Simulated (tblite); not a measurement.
Species: C₅H₁₀OSSi.
Z-matrix (Å and degrees, GFN2-xTB geometry), rows numbered from 1:
```
C 
C   1  1.3187
O   2  1.3491  1  126.24
Si  3  1.6212  2  133.65  1    -3.43
C   4  1.8897  3  103.54  2  -171.56
S   4  2.1649  3  108.38  2   -52.13
C   6  1.7610  4  101.60  3  -172.37
C   7  1.3215  6  122.65  4  -170.90
H   1  1.0753  2  121.54  3     0.71
H   1  1.0732  2  120.77  3   179.76
H   2  1.0832  1  122.59  3   179.81
H   4  1.4637  3  112.19  2    65.44
H   5  1.0848  4  110.71  3   -60.11
H   5  1.0851  4  111.17  3  -179.67
H   5  1.0868  4  111.55  3    60.02
H   7  1.0781  6  114.83  4     9.49
H   8  1.0762  7  121.30  6  -179.36
H   8  1.0756  7  121.28  6     0.55
```

Level: GFN2-xTB in tblite, geometry and Hessian alike; calculated harmonic values, unscaled, isolated species. Against measured fundamentals such values can be off by several per cent, at times by over 20. Modes of hydrogen on silicon can be 10 to 20 % off. One conformer, not necessarily the lowest.

Harmonic wavenumbers (cm⁻¹): 29.3, 41.0, 56.3, 72.3, 85.0, 126.2, 134.6, 174.2, 222.6, 239.0, 343.5, 498.8, 521.4, 570.6, 654.6, 666.9, 669.8, 716.7, 726.0, 781.1, 826.6, 842.0, 845.4, 848.8, 985.3, 989.1, 995.8, 1014.2, 1191.1, 1251.1, 1291.1, 1373.2, 1375.7, 1382.9, 1470.8, 1480.0, 1650.9, 1703.2, 2239.4, 3031.9, 3042.3, 3050.9, 3054.3, 3076.2, 3108.4, 3126.5, 3144.4, 3167.4.

A = 2258, B = 893.3, C = 674.1 MHz; mass 146.022 u (most abundant isotopes); point group C1, symmetry number 1.

Problem. Zero-point energy?

Solution. ½Σν̃ = 29444 cm⁻¹ = 352.23 kJ/mol.

Problem. What is S at 273.15 K and 1 bar for an ideal gas of classical rigid rotors and harmonic oscillators?

Solution. Translation 169.19, rotation 123.79, vibration 162.15: S = 455.1 J/(mol K).

Problem. And Cp and H(273.15 K) − H(0)?

Solution. Cp = 166.63 J/(mol K), of which vibrations give 133.37 (their classical limit is 48 R = 399.1); H(273.15 K) − H(0) = 29.92 kJ/mol without the zero-point energy, 20.83 from vibrations.

Problem. Which modes carry the vibrational entropy at 273.15 K?

Solution. 29.3 cm⁻¹: 23.86; 41.0 cm⁻¹: 21.07; 56.3 cm⁻¹: 18.45; 72.3 cm⁻¹: 16.39; 85.0 cm⁻¹: 15.06; 126.2 cm⁻¹: 11.86 J/(mol K); the other 42 give 55.45 together.

Problem. What must be added to the electronic energy to get the Gibbs energy at 273.15 K and 1 bar?

Solution. ZPE + [H(273.15 K) − H(0)] − T·S = 352.23 + 29.92 − 124.32 = 257.83 kJ/mol.

Problem. Blend soft modes into free rotors: weight 1/[1 + (100 cm⁻¹/ν̃)⁴] for the oscillator and the rest for a rotor with moment μB/(μ + B), μ = h/(8π²ν), B = 10⁻⁴⁴ kg m². What vibrational entropy results?

Solution. 140.26 J/(mol K) in place of 162.15, which changes −T·S at 273.15 K by +5.98 kJ/mol.

Problem. How do the functions run with temperature in this model?

Solution. 
```csv
T (K),S (J/(mol K)),Cp (J/(mol K)),H − H(0) (kJ/mol),G − H(0) (kJ/mol),ln q(vib)
150,371.7,117.6,12.47,-43.28,5.86
250,440.8,157.2,26.17,-84.03,9.54
298.15,470.2,176.7,34.21,-105.97,11.16
400,527.4,214.0,54.16,-156.82,14.39
600,625.2,268.3,102.76,-272.38,20.21
900,744.6,319.9,191.62,-478.55,27.94
```

q(vib) and H(0) count from the zero-point level.

Hindered rotation and anharmonicity are outside this model. Other conformers, if any are populated, would add a mixing term that is left out. The structure is chiral; the term R ln 2 for an equal mix with its mirror image is left out.
